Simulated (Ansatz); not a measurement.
Ideal-gas functions of ClH2O2Sn, SMILES `[OH][Sn]([OH])[Cl]` radical at 400 K and 1 bar, from an Ansatz frequency run at PBE0-D4/def2-TZVP.

Molar mass 188.18 g/mol, point group C1 (symmetry number 1), electronic degeneracy 2, moments of inertia 106.872, 222.577, 279.111 u Å². Harmonic wavenumbers (cm⁻¹, unscaled): 93, 127, 159, 197, 239, 349, 597, 608, 804, 846, 3846, 3873.

Use S(trans) = R[1.5 ln M + 2.5 ln T − 1.1517]; rotational temperatures θ = 24.2544 K / I; S(rot) = R[ln(√π/σ · √(T³/θAθBθC)) + 1.5]; for each mode x = 1.438777 ν̃/T, S = R[x/(eˣ − 1) − ln(1 − e⁻ˣ)] and H = RT x/(eˣ − 1); 1 cm⁻¹ = 0.0119627 kJ/mol; R = 8.31446 J/(mol·K).

Question: By hand: the entropy, in J/(mol·K).

Answer: Translation 180.3. Rotation: θ = 0.2269, 0.109, 0.0869 K, giving 117.5. Vibration, mode by mode: 17.46, 14.90, 13.07, 11.35, 9.82, 6.95, 3.39, 3.29, 1.89, 1.67, 0.00, 0.00, in all 83.8. Electronic 5.8. Sum 387.4 J/(mol·K).

Question: By hand: H − E and G − E in kJ/mol, counted from the electronic energy.

Answer: Zero-point energy ½ × 11738 × 0.0119627 = 70.2; thermal vibration 16.9; translation, rotation and pV give 4 RT = 13.3. H − E = 100.4 kJ/mol, and G − E = 100.4 − 400 × 387.4/1000 = -54.6 kJ/mol.

Vibration gives 22 % of the entropy, 32.4 J/(mol·K) of it from the modes under 150 cm⁻¹: soft modes count most, and the harmonic formula is weakest for them. The sum counts one conformer and one mirror image; others add a mixing term.
